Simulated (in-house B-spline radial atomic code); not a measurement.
**Mg²⁺: [He] 2s1 2p6 5p1 (an excited or competing configuration)**

All numbers are computed (Dirac-Hartree-Fock, average of configuration; Fermi nucleus of rms radius 3.057 fm) with a radial B-spline atomic code at the basis-set limit, not measured.

Screening seen three ways: the hydrogenic charge with the same mean radius, Z_r = [3n² - l(l+1)]/(2<r>), the one with the same energy, Z_e = n√(-2ε), and Slater's rules. Values are occupation-weighted means over j.

| shell | electrons | ε (eV) | <r> (bohr) | Z_r | Z_e | Slater |
| --- | --- | --- | --- | --- | --- | --- |
| 1s | 2 | -1388.2 | 0.1304 | 11.50 | 10.10 | 11.70 |
| 2s | 1 | -150.04 | 0.6654 | 9.02 | 6.64 | 8.20 |
| 2p | 6 | -105.9 | 0.6453 | 7.75 | 5.58 | 8.20 |
| 5p | 1 | -6.184 | 9.611 | 3.80 | 3.37 | 3.00 |

The least bound orbital is 5p3/2 at -6.183 eV, and it is also the most diffuse (<r> = 9.613 bohr). The part-filled 2s shell lies below the filled 2p shell in orbital energy.

Spin-orbit splittings of the orbital energies (j = l + 1/2 above j = l - 1/2 when positive): 2p 0.3409 eV, 5p 0.00391 eV.

For the 1s electron the small component carries 0.179 % of the norm, the zero-frequency Breit interaction raises the level by 0.6724 eV, self-energy by 0.2771 eV, and vacuum polarisation lowers it by 0.01605 eV.

The density falls to 0.001 bohr⁻³ at 2.169 bohr; Σ<r²> = 107.62 bohr² gives, by the non-relativistic formula and without the paramagnetism of open shells, a Langevin diamagnetic susceptibility of -85.23×10⁻⁶ cm³/mol.
